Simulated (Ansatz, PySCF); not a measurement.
Species: PH4 (charge 0, doublet). SMILES: [P@TB11]([H])([H])([H])[H]
Geometry: optimised at B3LYP-D3(BJ)/def2-TZVP (Ansatz, a quantum-chemistry and plane-wave program).

Unscaled harmonic wavenumbers (cm⁻¹) in rising order, each level at the stationary point that it reaches from this structure (no distance between atoms moves by over 0.3 Å); the order of modes can differ between levels, and a negative number is imaginary. B3LYP-D3(BJ)/def2-TZVP (PySCF, at the structure above): 805, 889, 989, 1116, 1189, 1448, 1773, 2444, 2458.

HF/3-21G (Ansatz): -954, 836, 858, 1151, 1193, 1222, 1446, 2428, 2430. Zero-point energy 16.5 against 18.7 kcal/mol; where all levels lie over 400 cm⁻¹, the wavenumbers are on average 0.935 times those of B3LYP-D3(BJ)/def2-TZVP. This level finds the structure a saddle point. The zero-point energy leaves imaginary modes out.

HF/6-31G* (Ansatz): 932, 1028, 1100, 1152, 1323, 1410, 1837, 2645, 2655. Zero-point energy 20.1 against 18.7 kcal/mol; where all levels lie over 400 cm⁻¹, the wavenumbers are on average 1.073 times those of B3LYP-D3(BJ)/def2-TZVP.
